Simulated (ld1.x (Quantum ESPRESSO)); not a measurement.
## An all-electron radial function and its pseudo partner (arsenic)

Columns: radius, all-electron u(r) and pseudo u(r) of the 3d shell (level -41.71 eV) of arsenic in the configuration [Ne] 3s2 3p6 3d10 4s2 4p3; Wu–Cohen, non-relativistic, PAW scheme, ld1.x (Quantum ESPRESSO) 7.5.

```json
{"r (bohr)": "0.082", "all-electron": "0.1238", "pseudo": "0.0178"}
{"r (bohr)": "0.165", "all-electron": "0.4806", "pseudo": "0.1304"}
{"r (bohr)": "0.248", "all-electron": "0.8343", "pseudo": "0.3696"}
{"r (bohr)": "0.330", "all-electron": "1.0694", "pseudo": "0.6777"}
{"r (bohr)": "0.413", "all-electron": "1.1845", "pseudo": "0.9596"}
{"r (bohr)": "0.495", "all-electron": "1.2046", "pseudo": "1.1233"}
{"r (bohr)": "0.578", "all-electron": "1.1637", "pseudo": "1.1523"}
{"r (bohr)": "0.660", "all-electron": "1.0890", "pseudo": "1.0900"}
{"r (bohr)": "0.742", "all-electron": "0.9980", "pseudo": "0.9980"}
{"r (bohr)": "0.825", "all-electron": "0.9006", "pseudo": "0.9006"}
{"r (bohr)": "0.908", "all-electron": "0.8044", "pseudo": "0.8044"}
{"r (bohr)": "0.990", "all-electron": "0.7142", "pseudo": "0.7142"}
{"r (bohr)": "1.072", "all-electron": "0.6307", "pseudo": "0.6307"}
{"r (bohr)": "1.155", "all-electron": "0.5538", "pseudo": "0.5538"}
{"r (bohr)": "1.238", "all-electron": "0.4848", "pseudo": "0.4848"}
{"r (bohr)": "1.320", "all-electron": "0.4241", "pseudo": "0.4241"}
{"r (bohr)": "1.402", "all-electron": "0.3704", "pseudo": "0.3704"}
{"r (bohr)": "1.485", "all-electron": "0.3225", "pseudo": "0.3225"}
{"r (bohr)": "1.568", "all-electron": "0.2804", "pseudo": "0.2804"}
{"r (bohr)": "1.650", "all-electron": "0.2440", "pseudo": "0.2440"}
{"r (bohr)": "1.733", "all-electron": "0.2118", "pseudo": "0.2118"}
{"r (bohr)": "1.815", "all-electron": "0.1841", "pseudo": "0.1841"}
{"r (bohr)": "1.898", "all-electron": "0.1596", "pseudo": "0.1596"}
{"r (bohr)": "1.980", "all-electron": "0.1385", "pseudo": "0.1385"}
{"r (bohr)": "2.062", "all-electron": "0.1202", "pseudo": "0.1202"}
{"r (bohr)": "2.145", "all-electron": "0.1040", "pseudo": "0.1040"}
```

(1) How many radial nodes do the two functions have?

(2) At about which radius was the pseudo-wave matched?

(3) Is the pseudo-wave norm-conserving?

Answers

(1) The all-electron 3d function has n − l − 1 = 0; the pseudo-wave has 0.

(2) 0.75 bohr, where the columns begin to agree (steps of 0.08 bohr).

(3) No, it belongs to a PAW set: the norm inside the radius is not constrained, and the difference is carried by the augmentation charge.
